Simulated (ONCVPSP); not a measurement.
## What one change does to a pseudopotential (Cu, ONCV)

ONCVPSP 4.0.1 input, shortened (lines: element, Z, core and valence counts, functional; n l f; lmax; l rc ep ncon nbas qcut; lloc lpopt rc5 dvloc0; l nproj debl; icmod fcfact rcfact), LDA (Perdew-Zunger), scalar-relativistic:

```
  Cu 29.00    3    4        3      upf
    1    0    2.00
    2    0    2.00
    2    1    6.00
    3    0    2.00
    3    1    6.00
    3    2   10.00
    4    0    1.00
    2
    0    1.35    0.00    4    7    9.10
    1    0.80    0.00    3    6    8.20
    2    1.55    0.00    4    8    8.10
    4    5    0.60    6.00
    0    2    2.20
    1    2    1.80
    2    2    2.80
    2    0.35    1.15
```

In the p channel the program set the typed energies aside and used -2.647, 0.250 Ha.

Change: s: qcut 14.

Cutoffs: the cutoffs (Ha) at which the residual kinetic energy of the hardest occupied pseudo-wave falls to 1 and 0.1 mHa per electron; they do not see the model core or the augmentation charge, which bear on the density cutoff. Errors are all-electron minus pseudo energies relative to the spin-unpolarised reference configuration.

**Question.** How do hardness, ghosts and transferability respond?

**Answer.** The potential gets neither clearly harder nor softer (67 Ha and 140 Ha → 67 Ha and 140 Ha); the p channel sets the loose cutoff, while the largest relative change is in s, which becomes harder; the errors of the 3 common tests hardly move; neither file shows a bound ghost.

| quantity | base | changed |
| --- | --- | --- |
| cutoff, loose | 67 Ha | 67 Ha |
| cutoff, tight | 140 Ha | 140 Ha |
| loose cutoff by channel | s 16 Ha, p 67 Ha, d 41 Ha | s 45 Ha, p 67 Ha, d 41 Ha |
| bound ghosts | none | none |
| GHOST(+) flags under 300 eV | none | none |
| tests with a reliable result | 3 of 4 | 3 of 4 |
| error for 3s2 3p6 3d10 4s0, meV [ΔE 8.44 eV] | +10 | +11 |
| error for 3s2 3p6 3d9 4s0, meV [ΔE 30.12 eV] | +17 | +17 |
| error for 3s2 3p6 3d10 4s0 4p1, meV [ΔE 4.26 eV] | +3.3 | +3.6 |
| s: phases at 1.37 bohr within 0.05 rad from the reference energy up to (Ha; the scan ends near 5) | to the end of the scan | to the end of the scan |
| p: phases at 0.81 bohr within 0.05 rad from the reference energy up to (Ha; the scan ends near 5) | to the end of the scan | to the end of the scan |
| d: phases at 1.57 bohr within 0.05 rad from the reference energy up to (Ha; the scan ends near 5) | to the end of the scan | to the end of the scan |
| rms error of d²Exc/dni dnj with the model core, mHa | 1.73 | 1.45 |
